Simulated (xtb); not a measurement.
CHI2, SMILES [CH](I)I (connectivity only; charge and spin as stated), charge +1, multiplicity 1. All values are semi-empirical tight-binding results from xtb (GFN2-xTB unless named), good for trends rather than for accurate numbers. The structure is a stationary point at GFN2-xTB. The spin state was assumed, not searched. The isomer is the one that the SMILES or the coordinates give; other isomers of the formula were not compared.

Optimised geometry:

```xyz
4

I      0.0001    -0.0660    -1.8013
C     -0.0035     0.8441     0.0000
I      0.0001    -0.0660     1.8013
H      0.0097     1.9346     0.0000
```
Charge +1, spin multiplicity 1.

```yaml
point_group_as_xtb_finds_it: C2v
orbital_gap: 1.58 eV
zero_point_energy: 8.9 kcal/mol
G − E(el) at 298.15 K (modified RRHO): -9.7 kcal/mol
static polarisability (D4 model): 74.3 bohr³
solvation energy, GFN2-xTB/ALPB(water): -43.8 kcal/mol
solvation energy, GFN2-xTB/ALPB(ether): -49.6 kcal/mol
```

Task: Give the atomic charges and the Wiberg bond orders between heavy atoms. (The exact figures need the calculation; the answer reports its results.)

Result: charges (e) I1 0.35, C2 0.09, I3 0.35, H4 0.22. Bond orders I1–C2 1.50, C2–I3 1.50.
